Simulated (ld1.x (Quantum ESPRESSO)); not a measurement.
Logarithmic derivatives: aluminium (Al), RRKJ

- Element: Al (Z = 13)
- Generator: ld1.x (Quantum ESPRESSO) 7.5
- Type: norm-conserving RRKJ (Kleinman–Bylander form)
- Functional: BP86
- Relativity: scalar-relativistic
- Frozen core: [Ne]
- Valence charge: 3
- Reference configuration: 3s2 3p0.5 (charge +0.5)
- Partial waves: 3p (bound): rc 1.70 bohr; 3d channel at -0.1 Ry: rc 1.55 bohr; 3s (bound): rc 1.65 bohr
- Local potential: the s channel
- Core correction: none
- rho0: 0.001

The phase is arctan(r·u′/u) with u = r·R(r), unwrapped; energies in Ry, scanned from -3 to 5 Ry. A pole is an energy at which the radial function vanishes at the test radius. The pseudo phase is shifted by a multiple of π to meet the all-electron one at the reference energy, and phase errors are pseudo minus all-electron; the curves can meet again beyond the range given. Levels narrower than the energy grid can be missing from the lists of poles.

```csv
channel,radius (bohr),reference energy (Ry),"poles, all-electron","poles, pseudo",unbroken range about the reference energy with phases within 0.05 rad,phase error 1 Ry above the reference energy (rad)
s,1.85,-0.82,3.93,3.17,below 3.1,-0.017
p,1.85,-0.43,4.72,2.59,below 0.3,-0.089
d,1.85,-0.10,4.58,4.97,the whole range,+0.005
```

Phases in the p channel:

```csv
E (Ry),all-electron,pseudo
-3.00,1.233,1.215
-2.76,1.215,1.198
-2.52,1.194,1.179
-2.28,1.171,1.157
-2.04,1.144,1.131
-1.80,1.112,1.101
-1.56,1.075,1.065
-1.32,1.029,1.022
-1.08,0.973,0.968
-0.84,0.902,0.899
-0.60,0.810,0.809
-0.36,0.689,0.689
-0.12,0.527,0.523
0.12,0.313,0.294
0.36,0.046,-0.004
0.60,-0.249,-0.343
0.84,-0.527,-0.658
1.08,-0.756,-0.908
1.32,-0.930,-1.093
1.56,-1.061,-1.229
1.80,-1.160,-1.334
2.04,-1.236,-1.418
2.28,-1.296,-1.489
2.52,-1.345,-1.553
2.76,-1.386,-1.612
3.00,-1.420,-1.672
3.24,-1.449,-1.736
3.48,-1.474,-1.808
3.72,-1.497,-1.897
3.96,-1.517,-2.012
4.20,-1.536,-2.175
4.44,-1.552,-2.420
4.68,-1.568,-2.783
4.92,-1.583,-3.234
```
